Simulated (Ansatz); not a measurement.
Start from `CC[NH][AlH2]` and change one element to get `BNCC`.

Ansatz, PBE0-D4/def2-TZVP geometries, multiplicity 1. Each molecule was computed in one conformer, which needn't be the lowest.

| property | `CC[NH][AlH2]` |
| --- | --- |
| HOMO energy (PBE0/def2-TZVPP) / eV | -6.90 |
| HOMO energy (ωB97M-V/def2-TZVPP) / eV | -9.23 |
| ideal-gas entropy at 298 K and 1 bar (rigid rotor, harmonic PBE0-D4/def2-TZVP) / J/(mol·K) | 324 |
| size of the dipole moment (ωB97M-V/def2-TZVPP) / D | 1.20 |
| LUMO energy (PBE/def2-TZVPP) / eV | -1.42 |
| size of the dipole moment (B3LYP/def2-TZVPP) / D | 1.25 |

Problem. Give the same properties after the change, and the shifts. (Estimate.)

Solution. Computed: 
| property | `BNCC` | shift |
| --- | --- | --- |
| HOMO energy (PBE0/def2-TZVPP) / eV | -7.86 | -0.96 |
| HOMO energy (ωB97M-V/def2-TZVPP) / eV | -10.21 | -0.98 |
| ideal-gas entropy at 298 K and 1 bar (rigid rotor, harmonic PBE0-D4/def2-TZVP) / J/(mol·K) | 300 | -24 |
| size of the dipole moment (ωB97M-V/def2-TZVPP) / D | 2.10 | 0.90 |
| LUMO energy (PBE/def2-TZVPP) / eV | -0.70 | 0.72 |
| size of the dipole moment (B3LYP/def2-TZVPP) / D | 2.11 | 0.86 |

With PBE0 the HOMO falls by 0.96 eV and the LUMO rises by 0.93 eV, so the gap widens by about 1.89 eV. PBE moves the HOMO by -0.94 eV and ωB97M-V by -0.98 eV. Dipoles are sizes alone; their direction can turn.

B3LYP here is the variant with VWN-RPA as its local correlation; programs differ in this.
